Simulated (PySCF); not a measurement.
Spectrum to structure. Method: PySCF 2.14.0, density-fitted response routines, TDDFT PBE0/def2-SVPD, vertical, gas phase, core orbitals frozen in the response. Geometries: GFN2-xTB, one conformer each.

```csv
state,E (eV),f
S1,4.99,0.126
S2,5.31,0.062
S3,6.30,0.0087
S4,6.72,0.025
S5,7.10,0.0046
S6,7.14,0.0068
```

Problem. Which structure fits? All have the formula C5H4F4S.
A. `[C@@H](C)(C(C(F)(F)F)=C=S)F`
B. `F[C@H]1CSC=C1C(F)(F)F`
C. `FCCC(=C=S)C(F)(F)F`

Solution. B. Its S1, at 4.99 eV, is the highest among the candidates; the nearest of the others has S1 at 2.45 eV. S1 is HOMO→LUMO (79%), HOMO→LUMO+1 (18%). Löwdin shares by element: HOMO sulfur 49%, carbon 39% or more; LUMO carbon 59% or more, sulfur 13%, hydrogen 5% or more (atoms not listed hold the other 23%). At the same level the other candidates give, for their lowest levels:
- `FCCC(=C=S)C(F)(F)F`: 2.40 eV (f 0.000); 5.41 eV (f 0.010); 5.78 eV (f 0.000); 5.96 eV (f 0.000); 6.16 eV (f 0.052); T1 2.02 eV; HOMO -7.27, LUMO -3.09 eV
- `C[C@@H](F)C(=C=S)C(F)(F)F`: 2.45 eV (f 0.000); 5.32 eV (f 0.016); 5.71 eV (f 0.000); 6.32 eV (f 0.035); 6.48 eV (f 0.226); T1 2.08 eV; HOMO -7.22, LUMO -2.99 eV

Shape of the structure used: `[F:1][C@H:2]1[CH2:3][S:4][CH:5]=[C:6]1[C:7]([F:8])([F:9])[F:10]`: C5–C6–C7–F8 -135°.
Triplets come from the Tamm–Dancoff approximation.
